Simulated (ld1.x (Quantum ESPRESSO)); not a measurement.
The numbers below are computed, except where a source is named.
**Hardness and transferability of assorted potentials**

Generated with ld1.x 7.5 (TM, RRKJ, ultrasoft, PAW), atompaw 4.2 or ONCVPSP 4.0.1. The cutoff is in Ry: for ld1.x and atompaw files where the sum of valence levels is converged to 10 mRy in a Bessel basis, for ONCV files where the hardest occupied wave has 1 mHa per electron of residual kinetic energy. The error is the largest all-electron minus pseudo excitation energy over each file’s own four to seven test configurations (ionisations up to +4, promotions, holes and added fractions of an electron), all of which were solved. The labels leave out finer settings (local radius, basis sizes, second energies), which also bear on the numbers. Spin-polarised tests are not counted. The rows are a selection from randomly drawn settings: files with unsolved tests, undetermined cutoffs or missed reference levels are left out.

A true bound ghost makes a file unfit for plane-wave use even where its test errors are small: the radial tests pick states by their node count and pass the ghost by.

| element | potential | cutoff (Ry) | largest error (meV) | bound ghosts |
| --- | --- | --- | --- | --- |
| N | RRKJ, PBE, scalar-relativistic, rc 1.10/1.40 (sp), local smoothed, core correction no, reference 2s2 2p3 | 70 | +1092 | none |
| Si | ultrasoft, PBE, scalar-relativistic, rc 1.65/1.50 (sp), local smoothed, core correction no, reference 3s1.75 3p2.25 | 12 | +14 | p |
| K | TM, PBE, scalar-relativistic, rc 2.70/3.20/4.20 (spd), local smoothed, core correction yes, reference 3d0 4s0.5 4p0 | 6 | -1.3 | none |
| Co | ultrasoft, PBEsol, scalar-relativistic, rc 2.05/1.45/1.10 (spd), local smoothed, core correction yes, reference 3p6 3d7 4s1 4p0 | 90 | -60 | none |
| As | TM, LDA (PZ), scalar-relativistic, rc 2.30/2.92 (sp), local smoothed, core correction no, reference 4s2 4p2 | 12 | +287 | d |

(1) Fill in the row for Cl: ultrasoft, PBE, non-relativistic, rc 1.50/1.40/1.75 (spd), local smoothed, core correction no, reference 3s2 3p5.

(2) Fill in the row for O: TM semilocal, revPBE, non-relativistic, rc 0.70/1.05 (sp), local p, core correction yes, reference 2s2 2p4.

## Answers

(1) cutoff 25 Ry, largest error +53 meV, bound ghosts: none.

(2) cutoff 120 Ry, largest error +553 meV, bound ghosts: none.
